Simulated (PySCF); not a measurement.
## How methods differ on the ionisation energy of Pt⁷⁶⁺

Pt⁷⁶⁺ 1s2 (1S) → Pt⁷⁷⁺ 1s1 (2S), as a difference of total energies. Calculation: PySCF 2.14, in an uncontracted even-tempered set (16 s from 240 bohr⁻², ratio 2.2; 7 p from 360 bohr⁻², ratio 2.4; 4 d from 1100 bohr⁻², ratio 2.4; 3 f from 1600 bohr⁻², ratio 2.4; 3 g from 2400 bohr⁻², ratio 2.4); scalar relativity by spin-free X2C-1e. Correlated levels: nothing frozen; virtual orbitals above 40 to 60 times the deepest correlated orbital energy dropped. The calculations carry no spin-orbit coupling.

```tsv
method	ionisation energy (eV)	difference from reference (eV)
UHF	89189.5	+234.4
MP2 (all electrons)	89191.6	+236.5
SCS-MP2 (all electrons)	89192.0	+236.9
CCSD (all electrons)	89191.6	+236.5
```

Reference: 88955.1 ± 0.3 eV (theoretical estimate listed by NIST; NIST Atomic Spectra Database, ionization energies).

For this ion Breit and QED terms and the two-electron picture change, all absent here, outweigh the differences among the correlated methods.

With two correlated electrons CCSD is exact in that space.
